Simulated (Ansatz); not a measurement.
Nb3H3Se9⁻. Charge -1, multiplicity 2. Geometry PBE-D4/def2-SVP, that of the neutral singlet; atoms count from 1.

```csv
atom,x (Å),y (Å),z (Å)
Nb1,1.486,0.662,-0.160
Nb2,-0.794,-0.527,-1.437
Nb3,-0.797,-0.498,1.899
Se4,3.273,2.269,-0.855
Se5,1.651,-0.678,2.042
Se6,-0.335,1.977,1.463
Se7,1.504,-1.490,-1.421
Se8,-0.002,1.805,-1.873
Se9,-1.560,-2.256,0.328
Se10,-2.295,0.950,0.439
Se11,-1.509,-1.053,-3.785
Se12,-1.493,-1.044,4.240
H13,4.196,1.541,0.079
H14,-0.481,-0.363,-4.606
H15,-2.844,-1.296,3.650
```

In the def2 sets Nb takes a core potential; there is no spin–orbit coupling. Single mean-field runs in def2-TZVP are fitted with def2-universal-jkfit.

**Question.** Estimate the Mulliken populations from the PBE0/def2-TZVP orbitals of Ansatz.

**Answer.** 
| atom | charge (e) | spin (α − β) | d electrons |
| --- | --- | --- | --- |
| Nb1 | 0.52 | 0.13 | 3.40 |
| Nb2 | 0.53 | 0.31 | 3.39 |
| Nb3 | 0.69 | 0.57 | 3.30 |
| Se4 | -0.45 | 0.02 | – |
| Se5 | -0.38 | -0.06 | – |
| Se6 | -0.12 | 0.03 | – |
| Se7 | -0.30 | 0.06 | – |
| Se8 | -0.36 | 0.01 | – |
| Se9 | -0.40 | -0.10 | – |
| Se10 | -0.14 | 0.00 | – |
| Se11 | -0.48 | 0.00 | – |
| Se12 | -0.49 | 0.01 | – |
| H13 | 0.12 | 0.00 | – |
| H14 | 0.13 | 0.01 | – |
| H15 | 0.15 | 0.00 | – |
Mulliken values and Mayer orders depend strongly on the basis.

**Question.** Where does the spin sit?

**Answer.** Summed by element: Nb 1.01, Se -0.02, H 0.01, of 1 unpaired in all. Largest on single atoms: Nb3 0.57, Nb2 0.31, Nb1 0.13.

**Question.** And the Mayer bond orders between bonded heavy atoms (over 0.3)?

**Answer.** Nb1–Nb2 0.78 (2.87 Å); Nb1–Nb3 0.31 (3.29 Å); Nb1–Se4 1.06 (2.50 Å); Nb1–Se5 0.97 (2.58 Å); Nb1–Se6 0.60 (2.77 Å); Nb1–Se7 1.10 (2.49 Å); Nb1–Se8 1.01 (2.54 Å); Nb2–Se7 1.15 (2.49 Å); Nb2–Se8 1.10 (2.50 Å); Nb2–Se9 0.99 (2.59 Å); Nb2–Se10 0.55 (2.82 Å); Nb2–Se11 1.04 (2.51 Å); Nb3–Se5 1.25 (2.46 Å); Nb3–Se6 0.78 (2.56 Å); Nb3–Se9 1.21 (2.48 Å); Nb3–Se10 0.83 (2.54 Å); Nb3–Se12 1.01 (2.50 Å); Se6–Se10 0.96 (2.44 Å).
